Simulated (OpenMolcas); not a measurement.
# Lines of Ar2+: computed and rescaled rates

| Item | Value |
| --- | --- |
| Program | OpenMolcas 26.06 |
| Method | SS-CASPT2, IPEA 0.25 Eh, imaginary shift 0.1 Eh (closed shells correlated: 2s 2p 3s) |
| Basis | ANO-RCC-VQZP [6s5p3d2f1g] |
| Scalar Hamiltonian | DKH2, point nucleus |
| Active space | 4 electrons in 3 orbitals (3p) |
| State averaging | 2S+1 = 3 even, 3 roots; 2S+1 = 1 even, 6 roots |
| Spin-orbit coupling | state interaction with AMFI integrals over the reference wave functions, term energies averaged over their components |

Rates come from the transition moments of the reference wave functions (E1 and E2 in the length form). At fixed line strength A goes as λ^-3 for E1 and M1 and as λ^-5 for E2, so a rate at the computed wavelength can be rescaled to the measured one. Measured vacuum wavelengths follow from level energies in Saloman, J. Phys. Chem. Ref. Data 39, 033101 (2010). Branching counts decays inside the model space alone, at computed energies, and the table is only a selection of the E2 and M1 lines, drawn from those between levels with measured partners whose computed energy lies within a factor of 1.5 of the measured one.

```tsv
Upper	Lower	Type	λ computed (nm)	λ measured (nm)	A computed (s-1)	A rescaled (s-1)	Branching %
3s2 3p4 3P0	3s2 3p4 3P1	M1	22600	21830	4.69e-03	5.20e-03	100.0
3s2 3p4 3P1	3s2 3p4 3P2	M1	9570	8991	2.57e-02	3.10e-02	100.0
3s2 3p4 1D2	3s2 3p4 3P1	M1	762.7	775.3	7.80e-02		20.9
3s2 3p4 1D2	3s2 3p4 3P2	M1	706.4	713.8	2.94e-01		78.7
3s2 3p4 1S0	3s2 3p4 1D2	E2	489.9	519.3	4.13e+00	3.09e+00	51.6
3s2 3p4 1S0	3s2 3p4 3P1	M1	298.3	311	3.82e+00		47.7
3s2 3p4 1S0	3s2 3p4 3P2	E2	289.3	300.6	4.90e-02		0.6
```

Spin-changing lines and M1 lines between different terms are not rescaled, since their strength hangs on the term gaps too.

The largest correction is for 3s2 3p4 1S0 → 3s2 3p4 1D2 (E2): 4.13e+00 × (489.9 / 519.3)^5 = 3.09e+00 s-1, a factor of 0.75.

The computed rate and branching of 3s2 3p4 3P1 → 3s2 3p4 3P2 give the upper level a radiative lifetime of 1.000 / 2.57e-02 s-1 = 3.89e+01 s, counting decays inside the model space alone. The rescaled rate gives about 3.2e+01 s.

No measured rate stands beside these. Rescaling mends the energy factor alone: line strengths can still be far off where a level mixes with configurations outside the active space, and weak or spin-changing lines hang on small mixing coefficients that depend on the term gaps too, so rescaling need not improve them.

CASPT2 does not keep the components of a term degenerate, so their means are used; among the terms shown or strongly mixed into the levels shown the widest spread is 180 cm-1 (3s2 3p4 1D). With the s shell closed, the reference lacks s² → p² mixing. Measured partners are found by configuration, term and J. A level has none where our copy of the source lacks it or the pairing is in doubt (some pairs that miss far off the trend of their configuration count as doubtful). Levels of configurations outside the active space are missing.
